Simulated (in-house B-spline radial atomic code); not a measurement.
A fraction x of an electron is removed from 4p in the rubidium ion Rb⁺, starting from [Ar] 3d10 4s2 4p6 and keeping the highest spin. Computed with an all-electron radial atomic-structure program (B-spline basis): scalar-relativistic (X2C) LDA exchange-only, spin-polarised, spherical fractional occupations, Fermi nucleus of rms radius 4.2036 fm.

```json
{"x": "0", "E(x) - E(0) (eV)": "0.0000", "4p down level (eV)": "-20.359"}
{"x": "0.04", "E(x) - E(0) (eV)": "0.8232", "4p down level (eV)": "-20.800"}
{"x": "0.22", "E(x) - E(0) (eV)": "4.7470", "4p down level (eV)": "-22.804"}
{"x": "0.27", "E(x) - E(0) (eV)": "5.9013", "4p down level (eV)": "-23.366"}
{"x": "0.42", "E(x) - E(0) (eV)": "9.5333", "4p down level (eV)": "-25.065"}
{"x": "0.5", "E(x) - E(0) (eV)": "11.5750", "4p down level (eV)": "-25.979"}
{"x": "0.51", "E(x) - E(0) (eV)": "11.8354", "4p down level (eV)": "-26.094"}
{"x": "0.74", "E(x) - E(0) (eV)": "18.1420", "4p down level (eV)": "-28.754"}
{"x": "0.85", "E(x) - E(0) (eV)": "21.3757", "4p down level (eV)": "-30.041"}
{"x": "0.97", "E(x) - E(0) (eV)": "25.0653", "4p down level (eV)": "-31.455"}
{"x": "1", "E(x) - E(0) (eV)": "26.0143", "4p down level (eV)": "-31.810"}
```

The exact functional would give a straight line between the two integer points. Deviations E(x) - E(0) - x[E(1) - E(0)], in eV: -0.217 at x = 0.04, -0.976 at x = 0.22, -1.123 at x = 0.27, -1.393 at x = 0.42, -1.432 at x = 0.5, -1.432 at x = 0.51, -1.109 at x = 0.74, -0.736 at x = 0.85, -0.169 at x = 0.97.

The curve lies below the straight line by up to 1.432 eV (at x = 0.5): convex, the delocalisation error that favours fractional charges.

How well does Slater's transition state (minus the level at half occupation) give the ionisation energy?

It gives 25.979 eV against 26.014 eV from the two total energies; NIST lists 27.29 eV, ground level to ground level.
